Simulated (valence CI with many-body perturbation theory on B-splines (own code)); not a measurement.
**Sb¹⁹⁺: key properties**

Computed by relativistic CI+MBPT: four valence electrons over a frozen Dirac-Fock core [Ar] 3d10, radial functions for each j: 11 s, 11 p, 10 d, 8 f, 5 g, 2 h, with the one-electron correlation potential Σ1, the two-electron term Σ2, the three-electron term Σ3, Breit, model QED; selected CI, second order for the rest, scaled by the run's own slope (own B-spline code, finite nucleus).

No measured spectrum was set against this ion. As an estimate, levels hold to about 250 cm⁻¹ or 0.2 % of their energy and the worst to 1 %, as in measured heavy ions of charge 2 to 7; those with d or f electrons hold less well. Among the levels kept, up to 540 cm⁻¹ of a level comes from second order outside the variational space, and about a tenth of that is noise between levels of different J, which matters for small intervals.

Levels are named by their leading jj configuration (3d3/2^4 stands for four electrons in 3d with j = 3/2), which in mixed levels can hold well under half, so a name can repeat and another be missing.

Rates and lifetimes use the calculated energies. Strong lines usually hold to 10 to 20 %, long lifetimes can be off by a factor of two.

(1) What is the ground level?

(2) Where does the other parity begin?

(3) Name the longest-lived excited levels whose lifetime is computed, and their main decay.

(4) What is the ionisation energy?

(5) Among levels below 227.41 eV, which E1 lines absorb most strongly from the ground level?

(6) How well does LS coupling describe the low levels?

Results:

(1) (4s^2 4p1/2^2) J=0, composition 79 % 4s²4p² ³P + 19 % 4s²4p² ¹S.

(2) At (4s 4p1/2^2 4p3/2) J=2, 51.45 eV.

(3) (4s^2 4p1/2 4p3/2) J=2 at 11.78 eV lives 14.0 ms, mostly by E2 to (4s^2 4p1/2^2) J=0; (4s^2 4p1/2 4p3/2) J=1 at 9.62 eV lives 148 μs, mostly by M1 to (4s^2 4p1/2^2) J=0; (4s^2 4p3/2 4d5/2) J=4 at 99.38 eV lives 133 μs, mostly by M1 to (4s^2 4p1/2 4d5/2) J=3.

(4) 553.01 eV; NIST lists 552 ± 4 eV (theoretical).

(5) to (4s^2 4p1/2 4d3/2) J=1 at 13.07 nm, f = 1.68; to (4s 4p1/2^2 4p3/2) J=1 at 20.75 nm, f = 0.351; to (4s^2 4p1/2 5s) J=1 at 5.623 nm, f = 0.192.

(6) Among the lowest 20 levels the leading LS term, summed over configurations, holds 71 % on average. For single configurations the figures are 67 % in LS and 84 % in jj coupling. Terms mix most in the J = 2 level at 81.30 eV, where the leading one holds 44 %.
